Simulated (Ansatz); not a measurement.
The cluster Cd₂Se⁺. Charge 1, multiplicity 2. Geometry PBE0-D4/def2-TZVP.

```
atom   x (Å)   y (Å)   z (Å)
 Cd1  -1.722  -0.824  -1.027
 Cd2   1.047   1.073   1.566
 Se3   0.675  -0.249  -0.539
```

In the def2 sets Cd takes a core potential; there is no spin–orbit coupling. HSE06 is defined as in plane-wave codes, on full-range PBE exchange. The structure comes from a short search, and lower isomers may exist.

Estimate the α-spin orbital energies around the gap (eV) in Ansatz with PBE-D4/def2-TZVP, r2SCAN-D4/def2-TZVP, PBE0-D4/def2-SVP, HSE06-D4/def2-TZVP, ωB97X-V/def2-TZVP.


| orbital | PBE-D4/def2-TZVP | r2SCAN-D4/def2-TZVP | PBE0-D4/def2-SVP | HSE06-D4/def2-TZVP | ωB97X-V/def2-TZVP |
| --- | --- | --- | --- | --- | --- |
| HOMO−5 | -17.84 | -18.32 | -20.17 | -19.69 | -22.64 |
| HOMO−4 | -17.68 | -18.11 | -19.87 | -19.39 | -22.32 |
| HOMO−3 | -13.02 | -13.15 | -13.89 | -13.44 | -15.81 |
| HOMO−2 | -12.04 | -12.17 | -12.87 | -12.49 | -14.88 |
| HOMO−1 | -10.44 | -10.58 | -11.33 | -10.97 | -13.48 |
| HOMO | -9.81 | -9.95 | -10.30 | -9.95 | -11.72 |
| LUMO | -9.27 | -9.34 | -8.70 | -9.01 | -7.12 |
| LUMO+1 | -6.04 | -5.77 | -5.30 | -5.70 | -3.60 |
| LUMO+2 | -5.70 | -5.42 | -4.94 | -5.35 | -3.19 |
| LUMO+3 | -5.38 | -5.09 | -4.63 | -5.02 | -2.91 |
| LUMO+4 | -5.36 | -5.04 | -4.60 | -5.01 | -2.84 |
| LUMO+5 | -4.16 | -3.66 | -3.43 | -3.77 | -1.62 |
| β HOMO | -10.31 | -10.46 | -11.20 | -10.85 | -13.41 |
| β LUMO | -9.26 | -8.95 | -8.33 | -8.69 | -6.41 |
